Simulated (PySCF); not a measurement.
Excitation energies in several basis sets

C3H8O2Si.
Z-matrix (Å and degrees, PBE0-D3(BJ)/def2-SVP geometry), rows numbered from 1:
```
O 
C   1  1.4080
C   2  1.4949  1  112.29
C   3  1.3370  2  125.15  1  -126.22
O   4  1.3541  3  122.88  2    -1.89
Si  5  1.6778  4  125.75  3   176.61
H   1  0.9631  2  107.11  3    57.33
H   2  1.1031  1  105.73  3   119.82
H   2  1.1058  1  112.35  3  -123.99
H   3  1.0939  2  117.26  1    52.02
H   4  1.0989  3  120.84  2   178.66
H   6  1.4941  5  110.18  4   -58.62
H   6  1.4847  5  105.66  4  -178.41
H   6  1.4935  5  110.26  4    61.67
```

TDDFT with PBE0 (PySCF), vertical singlets, core orbitals frozen in the response, spherical d and f functions. The structure is a single PBE0-D3(BJ)/def2-SVP conformer in the gas phase; no vibrational or solvent corrections.

How do the low singlets change with the basis? Take 6-31G*, def2-SVP, 6-31+G*, def2-SVPD, aug-cc-pVDZ and def2-TZVP.

```tsv
basis	functions	diffuse	S1 (eV)	S2 (eV)	S3 (eV)	S4 (eV)	S5 (eV)	LUMO (eV)	α (au)
6-31G*	104	no	5.60	6.61	6.97	7.06	7.18	0.28	60.4
def2-SVP	128	no	5.87	6.46	6.92	7.15	7.19	0.38	64.5
6-31+G*	128	yes	5.36	6.16	6.21	6.45	6.63	-0.33	70.3
def2-SVPD	194	yes	5.57	6.21	6.59	6.70	6.73	-0.15	76.1
aug-cc-pVDZ	214	yes	5.31	5.90	5.98	6.19	6.42	-0.39	78.0
def2-TZVP	240	no	5.56	6.32	6.75	6.77	6.99	-0.09	72.4
```

States are compared by their number. Against the largest diffuse basis here (aug-cc-pVDZ, itself not a converged limit), sets without diffuse functions differ by up to 0.56 eV in S1 and 0.76 eV in S5; the smaller diffuse sets differ by up to 0.26 and 0.31 eV. State by state, the largest deviation of a set without diffuse functions is S1 0.56, S2 0.71, S3 0.99, S4 0.97, S5 0.76 eV. The same number needn't mean the same state in each row. Against aug-cc-pVDZ the polarisability deviates by -23% in 6-31G*, -17% in def2-SVP, -10% in 6-31+G*, -2% in def2-SVPD, -7% in def2-TZVP. A single + in a Pople set puts diffuse functions on heavy atoms only.
